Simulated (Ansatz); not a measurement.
C₂H₅F₃GeO, SMILES `CC[O][Ge]([F])([F])[F]`, 12 atoms. Total charge 0; spin multiplicity 1. Correlated methods include outer-core shells of Ge, which these sets cover unevenly. Scalar relativity is left out up to krypton. All runs use 4 threads of an Arm Neoverse V1 on a shared host. Correlated methods freeze the cores.

(1) How many basis functions does each run have, and how long does it take in Ansatz? RKS r2SCAN-D4/def2-TZVPP energy and forces; RKS CAM-B3LYP-D4/def2-TZVPP energy; RKS ωB97M-V/def2-SVP energy; RHF-MP2/def2-TZVPP energy; RKS B3LYP-D4/def2-TZVPP energy and forces; RHF-MP2/def2-QZVPP energy; RKS PBE0-D4/def2-SVP energy; RKS PBE0-D4/def2-QZVPP energy; direct RPA on PBE orbitals/def2-TZVPP energy; RKS PBE0-D4/def2-TZVP relaxation (7 steps); RHF-CCSD(T)/def2-SVP energy; RKS PBE0-D4/def2-TZVP frequencies. (An estimate is asked.)

## Answers

(1) Computed: Other jobs shared the machine, so times are rough.

```tsv
level	job	functions	wall time	peak host memory (GiB)
RKS PBE0-D4/def2-SVP	energy	141	2.3 s	0.4
RKS CAM-B3LYP-D4/def2-TZVPP	energy	304	7 s	1.2
RHF-MP2/def2-TZVPP	energy	304	7.5 s	0.95
RKS r2SCAN-D4/def2-TZVPP	energy and forces	304	8.5 s	0.49
RKS ωB97M-V/def2-SVP	energy	141	9 s	0.56
RKS B3LYP-D4/def2-TZVPP	energy and forces	304	9.5 s	1.1
direct RPA on PBE orbitals/def2-TZVPP	energy	304	11 s	0.89
RKS PBE0-D4/def2-QZVPP	energy	581	18 s	2.9
RHF-CCSD(T)/def2-SVP	energy	141	42 s	1.2
RHF-MP2/def2-QZVPP	energy	581	52 s	4.7
RKS PBE0-D4/def2-TZVP	relaxation (7 steps)	264	54 s	0.93
RKS PBE0-D4/def2-TZVP	frequencies	264	6 min	1
```

B3LYP here is the variant with VWN-RPA as its local correlation; programs differ in this.
